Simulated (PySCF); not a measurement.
SMILES [NH2][Ge]([CH3])([CH3])[CH3], singlet (GFN2-xTB optimised geometry):

```
16

C      1.166    -0.618     0.000
Ge    -0.836    -0.618     0.000
C     -1.527    -1.479    -1.645
C     -1.528    -1.480     1.645
N     -1.553     1.073     0.000
H      1.546    -1.634    -0.004
H      1.553    -0.116     0.882
H      1.553    -0.109    -0.878
H     -2.611    -1.422    -1.670
H     -1.239    -2.525    -1.687
H     -1.142    -0.989    -2.534
H     -2.611    -1.416     1.672
H     -1.246    -2.528     1.682
H     -1.137    -0.994     2.534
H     -1.353     1.633     0.816
H     -1.350     1.634    -0.815
```

Calculation: PBE0/def2-TZVP run with PySCF 2.14.0.

Problem. What are the frontier orbital energies and the dipole moment?

Solution. HOMO-2 -8.40 eV, HOMO-1 -8.20 eV, HOMO -6.80 eV, LUMO 0.76 eV, LUMO+1 1.66 eV; dipole moment 0.92 D.

On the same geometry PBE/def2-TZVP (PySCF 2.14.0) gives HOMO-2 -7.08 eV, HOMO-1 -6.95 eV, HOMO -5.40 eV, LUMO -0.02 eV, LUMO+1 0.82 eV; dipole moment 0.87 D.

Meta-Löwdin charges at PBE0/def2-TZVP: C1 -0.59, Ge2 0.89, C3 -0.58, C4 -0.58, N5 -0.73, H6 0.13, H7 0.12, H8 0.12, H9 0.13, H10 0.13, H11 0.13, H12 0.13, H13 0.13, H14 0.13, H15 0.22, H16 0.22.
